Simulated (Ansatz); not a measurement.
`O=C[SiH](Cl)O[SiH3]` → `O=C[SiH](O)Cl` + `[SiH2]`  (silylene loss)

Computed with Ansatz on PBE0-D4/def2-TZVP structures; ΔE is electronic, products minus reactants. CCSD(T)/CBS is the MP2 limit (def2-TZVPP, def2-QZVPP) plus CCSD(T) − MP2 in def2-TZVPP, frozen cores. This one scheme is used for every species. DFT in def2-TZVPP. B3LYP here is the variant with VWN-RPA as its local correlation; programs differ in this. HSE06 is defined as in plane-wave codes. Each species was taken in one conformer, which may not be the lowest.

`O=C[SiH](Cl)O[SiH3]`:

Z-matrix (Å, degrees):
```
Si
C 1 1.919
O 1 1.608 2 107.3
Cl 1 2.049 2 105.7 3 -119.8
H 1 1.478 2 113.3 3 122.3
O 2 1.207 1 118.8 3 2.7
H 2 1.114 1 121.4 3 -178.8
Si 3 1.654 1 142.8 2 -26.4
H 8 1.481 3 109.6 1 85.8
H 8 1.482 3 110.4 1 -36.6
H 8 1.483 3 106.4 1 -155.6
```

`O=C[SiH](O)Cl`:

Z-matrix (Å, degrees):
```
Si
C 1 1.921
Cl 1 2.050 2 105.5
O 1 1.624 2 105.0 3 120.1
H 1 1.476 2 115.4 3 -118.3
O 2 1.208 1 117.3 3 -113.9
H 2 1.112 1 122.9 3 63.8
H 4 0.964 1 113.7 2 -15.4
```

`[SiH2]`:

```xyz
3

Si    0.293    0.595   -0.259
H    -1.092   -0.037   -0.346
H     0.799   -0.557    0.604
```

| level | ΔE (kJ/mol) | difference from CCSD(T)/CBS |
| --- | --- | --- |
| LDA (SPW92) | 349.7 | 10.4 |
| PBE-D4 | 326.6 | -12.7 |
| revPBE-D4 | 322.1 | -17.2 |
| BLYP-D4 | 323.6 | -15.7 |
| r2SCAN-D4 | 354.9 | 15.6 |
| B97M-V | 333.6 | -5.7 |
| PBE0-D4 | 340.7 | 1.4 |
| B3LYP-D4 | 337.3 | -2.0 |
| r2SCANh-D4 | 356.5 | 17.2 |
| r2SCAN0-D4 | 359.0 | 19.7 |
| HSE06-D4 | 340.1 | 0.8 |
| BHLYP-D4 | 355.3 | 16.0 |
| CAM-B3LYP-D4 | 347.1 | 7.8 |
| ωB97X-V | 347.9 | 8.6 |
| ωB97M-V | 332.8 | -6.5 |
| B2PLYP | 335.6 | -3.7 |
| PBE-QIDH | 351.6 | 12.3 |
| revPBE | 300.6 | -38.7 |
| BLYP | 303.6 | -35.7 |
| r2SCAN | 352.1 | 12.8 |
| PBE0 | 331.8 | -7.5 |
| B3LYP | 321.4 | -17.9 |
| r2SCANh | 353.5 | 14.2 |
| r2SCAN0 | 355.6 | 16.3 |
| HSE06 | 331.6 | -7.7 |
| BHLYP | 341.3 | 2.0 |
| LC-ωPBE | 348.3 | 9.0 |
| HF/def2-SVP | 328.6 | -10.7 |
| CCSD/def2-SVP | 319.1 | -20.2 |
| CCSD(T)/def2-SVP | 320.7 | -18.6 |
| MP2/def2-TZVPP | 354.0 | 14.7 |
| SCS-MP2/def2-TZVPP | 346.5 | 7.2 |
| CCSD/def2-TZVPP | 331.1 | -8.2 |
| CCSD(T)/def2-TZVPP | 332.7 | -6.6 |
| HF/def2-QZVPP | 341.4 | 2.1 |
| MP2/def2-QZVPP | 358.8 | 19.5 |
| SCS-MP2/def2-QZVPP | 351.2 | 11.9 |
| HF/CBS(def2) | 341.7 | 2.4 |
| MP2/CBS(def2) | 360.7 | 21.4 |
| CCSD/CBS(def2) | 337.7 | -1.6 |
| CCSD(T)/CBS | 339.3 | 0 |

Largest T1 diagnostic among the species: 0.014.

From BLYP to BHLYP (50 % exact exchange), in def2-TZVPP and without D4, ΔE moves by +37.7 kJ/mol. The D4 term adds +15.9 kJ/mol with B3LYP and +8.9 kJ/mol with PBE0; it sums over pairs of atoms, weighted by their polarisabilities, and B3LYP, whose exchange is more repulsive, gets the larger term.
